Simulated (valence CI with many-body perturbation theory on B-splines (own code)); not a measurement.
The numbers below are computed, except where a source is named.
## Hf LI: what the settings do

Method: configuration interaction combined with many-body perturbation theory (CI+MBPT): four valence electrons over a frozen Dirac-Fock core [Ar], a basis of 6 s, 6 p, 5 d, 5 f, 1 g functions for each j, with the one-electron correlation potential Σ1 (screened to all orders), the two-electron term Σ2, the three-electron term Σ3, Breit, model QED; selected single and double excitations, second order for the rest (own B-spline code, finite nucleus).

The last digits are not significant, and no measured levels were compared; by estimate large intervals hold to a few tenths of a per cent, small ones and those within an open d or f shell to about a per cent. Only levels of the ground parity were solved; by the run's estimate the other parity begins above the list, which can be wrong where configurations are misplaced.

The reference run has the lowest level (3d3/2^4) J=0 and an ionisation energy of 4572.99 eV. Its largest variational space holds 7991 state functions.

Levels are named by their leading jj configuration (3d3/2^4 stands for four electrons in 3d with j = 3/2), which in mixed levels can hold well under half, so a name can repeat and another be missing. Letters in brackets count levels of one name in rising energy.

Changed runs:
A. natural orbitals for correlation on → off
B. Breit term on → off; QED terms on → off
C. scale of Σ1 1 → 0.9; highest l with Σ1, explicit Σ2 and valence Breit (higher l get mean screening factors) 3 → 2
D. Davidson iteration limit 60 → 3 (bad on purpose)

Excitation energies of the reference run in cm⁻¹, and shifts in cm⁻¹:

| Level | Reference | A | B | C | D |
| --- | --- | --- | --- | --- | --- |
| (3d3/2^3 3d5/2) J=1 | 446922 | -1059 | +11428 | -394 | 0 |
| (3d3/2^3 3d5/2) J=4 | 540686 | -315 | +23395 | -21 | 0 |
| (3d3/2^3 3d5/2) J=2 | 562305 | -176 | +16961 | -221 | 0 |
| (3d3/2^3 3d5/2) J=3 | 589517 | +32 | +17781 | -84 | 0 |
| (3d3/2^2 3d5/2^2) J=0 [a] | 961861 | -1224 | +20693 | -535 | 0 |
| (3d3/2^2 3d5/2^2) J=2 [a] | 968359 | -901 | +23291 | -485 | 0 |
| (3d3/2^2 3d5/2^2) J=4 [a] | 984218 | -1266 | +32698 | -417 | 0 |
| (3d3/2^2 3d5/2^2) J=3 [a] | 999922 | -1095 | +27772 | -472 | 0 |
| (3d3/2^2 3d5/2^2) J=5 | 1029610 | -910 | +38436 | -204 | 0 |
| (3d3/2^2 3d5/2^2) J=6 | 1052080 | -776 | +46362 | -49 | 0 |
| (3d3/2^2 3d5/2^2) J=1 | 1068080 | -251 | +25419 | -400 | 0 |
| (3d3/2^2 3d5/2^2) J=3 [b] | 1094400 | +51 | +30878 | -238 | 0 |
| Ionisation energy (eV) | 4572.99 | -0.39 | +4.12 | -0.32 | 0 |

Run D: The Davidson iterations stopped at their limit.
